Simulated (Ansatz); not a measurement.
The same hydrogenolysis along the group F, Cl, Br.

Isolated molecules relaxed with PBE0-D4/def2-TZVP in Ansatz; ΔE leaves out vibrations. CCSD(T)/CBS adds triple-zeta CCSD(T) − MP2 to the extrapolated MP2 energy (def2 sets, frozen cores). This one scheme is used for every species. DFT in def2-TZVPP. B3LYP here is the variant with VWN-RPA as its local correlation; programs differ in this. For Br outer-core shells are correlated without core-valence functions, which leaves a few kJ/mol of doubt a bond. Scalar relativity is left out up to krypton. Each species was taken in one conformer, which may not be the lowest.

```tsv
reaction	B2PLYP (kcal/mol)	HF/CBS(def2) (kcal/mol)	B3LYP-D4 (kcal/mol)	revPBE-D4 (kcal/mol)	CCSD(T)/CBS(def2) (kcal/mol)
`CC(F)CCF` + H₂ → `CCCCF` + H–F	-18.5	-19.1	-17.2	-17.3	-19.9
`CC(Cl)CCCl` + H₂ → `CCCCCl` + HCl	-17.2	-21.2	-16.1	-13.8	-15.8
`CC(Br)CCBr` + H₂ → `CCCCBr` + HBr	-14.9	-20.6	-13.4	-11.0	-12.5
```

Largest T1 diagnostic: 0.010, for `CC(F)CCF`.
